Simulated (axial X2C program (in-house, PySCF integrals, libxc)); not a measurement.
**Potential curves of CrN, with spin–orbit coupling**

Calculated with an in-house relativistic program for diatomic molecules. Two-component (2c) means X2C with spin–orbit coupling and atomic mean-field two-electron Coulomb and Gaunt terms. Basis: Cr dyall-cv3z [9s10p6d3f2g], N dyall-av3z [7s7p3d2f] (cores contracted in-house); Gaussian nuclei, density fitting, unrestricted open shells. Masses: Cr 51.941 u, N 14.003 u.

State: Ω = 3/2 (⟨Sz⟩ = 1.50, ⟨Lz⟩ = 0.00 at PBEsol). Energies in kJ/mol from the fragments at the same level (Cr + N). Fits are polynomials in 1 − R0/R over 0.85 to 1.23 times the lowest point R0.

```json
{"R (Å)": "1.3616", "PBEsol": "-395.00", "PBE0": "-222.58"}
{"R (Å)": "1.4242", "PBEsol": "-453.37", "PBE0": "-275.56"}
{"R (Å)": "1.4711", "PBEsol": "-475.67", "PBE0": "-295.87"}
{"R (Å)": "1.5180", "PBEsol": "-483.98", "PBE0": "-304.75"}
{"R (Å)": "1.5650", "PBEsol": "-481.64", "PBE0": "-306.13"}
{"R (Å)": "1.6198", "PBEsol": "-469.27", "PBE0": "-301.97"}
{"R (Å)": "1.6745", "PBEsol": "-450.20", "PBE0": "-294.09"}
{"R (Å)": "1.7450", "PBEsol": "-420.46", "PBE0": "-280.62"}
{"R (Å)": "1.8310", "PBEsol": "-381.69", "PBE0": "-261.18"}
{"R (Å)": "1.9562", "PBEsol": "-326.93", "PBE0": "-230.02"}
```

The state is one determinant whose occupation by symmetry is held fixed; it was picked as the lowest of a PBE0 search that is not exhaustive. Dissociation energies refer to the lowest single-determinant-based atoms at the same level and basis. Density functionals use the spin component along the axis (collinear). With several unpaired electrons one determinant need not be a pure state. This is the top spin component of a Σ state; components of lower Ω are not single determinants and can lie lower. The determinant is spin-polarised beyond a pure state at some levels (its spin-free form has ⟨S²⟩ too high), which makes Re and μ there less reliable.

Fit the PBEsol curve near its minimum: give the equilibrium distance, the harmonic wavenumber and the well depth.

At PBEsol, 2c: Re = 1.529 Å, ωe ≈ 1070 cm⁻¹, De = 5.02 eV to Cr + N; Be follows as 0.653 cm⁻¹.

What are Re, ωe and De at the PBE0 level?

At PBE0, 2c: Re = 1.552 Å, ωe ≈ 779 cm⁻¹, De = 3.17 eV to Cr + N; Be follows as 0.634 cm⁻¹.
